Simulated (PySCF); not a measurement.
**UHF on Nb⁺ (niobium, charge +1)**

Configuration: [Kr] 4d4, high-spin 5D determinant. Calculation: PySCF 2.14, in def2-QZVPPD with the def2 core potential (28 electrons) (7s5p4d3f2g, 81 functions); scalar relativity through the core potential.

```json
{
  "Total energy": "-56.109340 hartree",
  "One-electron energy": "-93.1896 hartree",
  "Hartree (Coulomb) energy": "43.3856 hartree",
  "Exchange energy": "-6.3054 hartree",
  "⟨S²⟩": "6.0039",
  "⟨L²⟩": "6.077",
  "Sum of ⟨r⟩": "18.42 bohr",
  "Sum of ⟨r²⟩": "34.46 bohr²",
  "Traceless quadrupole moment −½Σ⟨3z² − r²⟩ along its main axis": "-1.83 e·bohr²"
}
```

```json
{"shell": "4s α", "electrons": "1", "mean orbital energy (hartree)": "-3.00562", "spread (hartree)": "0", "rms radius, mean of both spins (bohr)": "1.25"}
{"shell": "4s β", "electrons": "1", "mean orbital energy (hartree)": "-2.84009", "spread (hartree)": "0", "rms radius, mean of both spins (bohr)": "1.25"}
{"shell": "4p α", "electrons": "3", "mean orbital energy (hartree)": "-1.95535", "spread (hartree)": "0.02674", "rms radius, mean of both spins (bohr)": "1.41"}
{"shell": "4p β", "electrons": "3", "mean orbital energy (hartree)": "-1.72598", "spread (hartree)": "0.04575", "rms radius, mean of both spins (bohr)": "1.41"}
{"shell": "4d α", "electrons": "4", "mean orbital energy (hartree)": "-0.53485", "spread (hartree)": "0.04283", "rms radius, mean of both spins (bohr)": "2.20"}
```

Energies and moments cover only the electrons outside the core potential.
